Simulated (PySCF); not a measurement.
octasulfur (S8), SMILES S1SSSSSSS1.

Coordinates come from a PBE0-D3(BJ)/def2-SVP optimisation.

Calculation: PySCF with HF/def2-TZVP.

Symmetry labels are those of the subgroup Cs that the program uses (full group Cs).

Computed valence orbital energies around the gap with their symmetry:
```tsv
orbital	symmetry	energy (eV)
HOMO−7	A"	-12.21
HOMO−6	A'	-11.87
HOMO−5	A'	-11.03
HOMO−4	A"	-10.82
HOMO−3	A'	-10.66
HOMO−2	A'	-10.31
HOMO−1	A'	-10.14
HOMO	A"	-9.20
LUMO	A"	1.47
LUMO+1	A'	1.48
LUMO+2	A"	1.90
LUMO+3	A'	1.97
```
